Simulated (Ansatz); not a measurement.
`[F][GeH2][Cl]` + NH₃ → `[NH2][GeH2][F]` + HCl  (ligand exchange at a Ge–Cl bond)

Computed with Ansatz on PBE0-D4/def2-TZVP structures; ΔE is electronic, products minus reactants. CBS: MP2 limit from def2 TZ/QZ plus the TZ coupled-cluster correction, frozen cores. This one scheme is used for every species. Functionals use def2-TZVPP. For Ge outer-core shells are correlated without core-valence functions, which leaves a few kJ/mol of doubt a bond. Scalar relativity is left out up to krypton. Each species was taken in one conformer, which may not be the lowest.

```tsv
level	ΔE (kcal/mol)
PBE	13.9
CCSD(T)/def2-SVP	11.2
CCSD/def2-TZVPP	12.2
CCSD(T)/def2-TZVPP	12.2
```

(1) What does CCSD(T)/CBS give? (Estimate.)

Largest T1 diagnostic among the species: 0.011.

Results:

(1) Computed: +12.6 kcal/mol. The listed levels differ from it by 1.3, -1.4, -0.4, -0.4 kcal/mol.

In def2-TZVPP, CCSD(T) changes the Hartree–Fock value by −2.3 kcal/mol (the triples alone add −0.1 kcal/mol) and MP2 by −2.0 kcal/mol. At CCSD(T), def2-SVP lies −1.3 kcal/mol from the extrapolated value and def2-TZVPP −0.4 kcal/mol.
